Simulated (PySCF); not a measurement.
Input of a run (PBE0-D3(BJ)/def2-TZVP geometry optimisation, gas phase (PySCF 2.14.0)), started from GFN2-xTB:
```
{"job": {"xc": "PBE0", "basis": "def2-TZVP", "d3": "d3bj", "grid": 2, "shake": 0.01, "kind": "geom"}, "charge": 0, "multiplicity": 1}
C     -2.726690    -0.142200     0.234420
C     -1.339270    -0.628000    -0.029650
C     -0.304990     0.368050     0.457110
C      1.158970    -0.133500     0.203120
O      2.058330     0.832730     0.675960
C      3.334230     0.564380     0.517710
O      3.804480    -0.425350     0.015540
H     -2.893470     0.837520    -0.281500
H     -2.914700     0.036890     1.314300
H     -3.482850    -0.833670    -0.125820
H     -1.198960    -1.583800     0.486320
H     -1.191970    -0.789840    -1.091270
H     -0.442090     1.337600    -0.051900
H     -0.426180     0.544760     1.543370
H      1.305490    -1.094880     0.723640
H      1.300040    -0.280070    -0.856040
H      3.943120     1.401200     0.924330
```

Output (energies in Eh, forces in Eh/bohr):
```
step   0  E = -346.74888972  max force = 0.042876
step   1  E = -346.75279462  max force = 0.005948
step   2  E = -346.75200217  max force = 0.014940
step   3  E = -346.75308538  max force = 0.007125
step   4  E = -346.75228625  max force = 0.016878
step   5  E = -346.75326743  max force = 0.004620
step   6  E = -346.75336454  max force = 0.000781
step   7  E = -346.75337982  max force = 0.000600
step   8  E = -346.75339889  max force = 0.000779
step   9  E = -346.75342398  max force = 0.000609
step  10  E = -346.75343068  max force = 0.000255
optimisation converged
```

Task: Summarise the run.

Result: The energy falls by 11.9 kJ/mol over 11 energy and gradient evaluations, the largest force component goes from 0.0429 to 2.6e-04 Eh/bohr, and the atoms move by 0.025 Å rms after alignment. The bond that changes most is C3–C4 (chain CH2 carbon to sp3 carbon bound to oxygen), which shortens by 0.062 Å. Bonds longer at the end by more than 0.005 Å: 6 of 16; shorter: 8. Among the angles that change most is C3–C4–H16, from 108.9° to 111.8°. The energy rose by more than 1e-6 Eh at steps 2 and 4. The first step brought 86 % of the lowering.

Task: What are the final bond lengths?

Result: C1–C2 1.518 Å, C2–C3 1.520 Å, C3–C4 1.506 Å, C4–O5 1.435 Å, O5–C6 1.328 Å, C6=O7 1.197 Å, C1–H8 1.093 Å, C1–H9 1.093 Å, C1–H10 1.092 Å, C2–H11 1.096 Å, C2–H12 1.096 Å, C3–H13 1.095 Å, C3–H14 1.095 Å, C4–H15 1.093 Å, C4–H16 1.093 Å, C6–H17 1.100 Å. Numbering counts from 1 in the input's order; the species is butyl formate, `CCCCOC=O`.

The run used 277 basis functions and 88 SCF cycles in all. On Intel Xeon at 2.50 GHz, 2 threads, no GPU, on a shared host, this took 11 min wall, 22 min CPU and 1.5 GiB of memory at its peak.

No PBE0-D3(BJ)/def2-TZVP frequencies stand behind this structure, so it isn't proved a minimum. One conformer, not necessarily the lowest.

Shape of the structure used: `[CH3:1][CH2:2][CH2:3][CH2:4][O:5][CH:6]=[O:7]`: C1–C2–C3–C4 180°, C2–C3–C4–O5 180°, C3–C4–O5–C6 180°, C4–O5–C6–O7 0°.
